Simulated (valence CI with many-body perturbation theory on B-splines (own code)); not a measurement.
## Valence orbitals of Tm XIX

Level of theory: configuration interaction combined with many-body perturbation theory (CI+MBPT): five valence electrons over a frozen Dirac-Fock core [Kr] 4d10, a basis of 7 s, 7 p, 7 d, 7 f, 4 g, 2 h functions for each j, with the one-electron correlation potential Σ1, the two-electron term Σ2, the three-electron term Σ3, Breit, model QED; selected CI, second order for the rest (own B-spline code, finite nucleus).

No measured spectrum was set against this ion. As an estimate, terms of the open shell hold to a few per cent of their energy, and close levels can change places. Core correlation moves these levels by up to 3700 cm⁻¹, and in measured spectra 5 to 20 % of such shifts remained as error; rates that hang on mixing are uncertain with them. Among the levels kept, up to 1100 cm⁻¹ of a level comes from second order outside the variational space, and about a tenth of that is noise between levels of different J, which matters for small intervals. Only levels of the ground parity were solved; by the run's estimate the other parity begins above the list, which can be wrong where configurations are misplaced.

These are the spectroscopic orbitals of the CI (the correlating ones are not listed), shaped by the core and the other valence electrons. h is the expectation value of the core's Dirac-Fock operator, without the valence repulsion; Σ1 is computed up to l = 3 at one energy for each symmetry, that of its lowest orbital but kept below the first core excitation, so for empty shells it is not the orbital's own correlation shift; Breit and QED include the response of the core.

```tsv
Orbital	h (hartree)	Σ1 (cm⁻¹)	Breit (cm⁻¹)	QED (cm⁻¹)	⟨r⟩ (bohr)
5s1/2	-19.445	-19293	1810	1558	0.9694
6s1/2	-11.806	-5738	796	680	1.618
7s1/2	-7.9831	-2731	439	379	2.406
5p1/2	-18.094	-17966	2721	-0.9	1.010
6p1/2	-11.141	-5691	1255	-0.3	1.681
7p1/2	-7.6035	-2772	707	-0.1	2.495
5p3/2	-17.45	-15650	1533	134	1.051
6p3/2	-10.832	-5225	721	62.9	1.731
7p3/2	-7.4303	-2597	447	36.1	2.555
5d3/2	-15.237	-11760	812	-85.4	1.142
6d3/2	-9.7407	-4707	440	-44.9	1.858
7d3/2	-6.7953	-2464	260	-26.3	2.734
5d5/2	-15.108	-11282	454	-38.2	1.153
6d5/2	-9.676	-4556	247	-20.1	1.871
7d5/2	-6.7579	-2394	149	-11.8	2.750
4f5/2	-22.194	-27744	-247	-300	0.5524
5f5/2	-12.54	-8852	31.7	-69.2	1.277
4f7/2	-22.112	-27195	-1045	-237	0.5561
5f7/2	-12.512	-8786	-168	-52.4	1.280
5g7/2	-10.577		-44.1	-7.5	1.369
5g9/2	-10.576		-71.3	-4.7	1.370
```

Among the shells of the start configuration 4f5, Σ1 is largest in size for 4f5/2, where it is 0.57 % of h.

Lowest root of each symmetry, sizes in configuration state functions:

```csv
J,Parity,Roots,Reference,Variational,Second order,Change by selected CI (cm⁻¹),Change by second order (cm⁻¹)
1/2,odd,4,47,26678,946108,-10041,-23
3/2,odd,6,88,24415,919265,-10058,-108
5/2,odd,8,114,23652,925585,-9614,-188
7/2,odd,9,125,22979,598499,-9365,-294
9/2,odd,8,121,23304,619920,-9271,-317
11/2,odd,8,106,23516,587705,-9259,-323
13/2,odd,6,81,23615,515278,-9352,-281
15/2,odd,6,59,24587,949510,-9532,-213
17/2,odd,4,36,23660,317021,-9662,-129
19/2,odd,3,20,23773,220858,-9650,-48
21/2,odd,2,9,20776,113582,-9676,-11
```
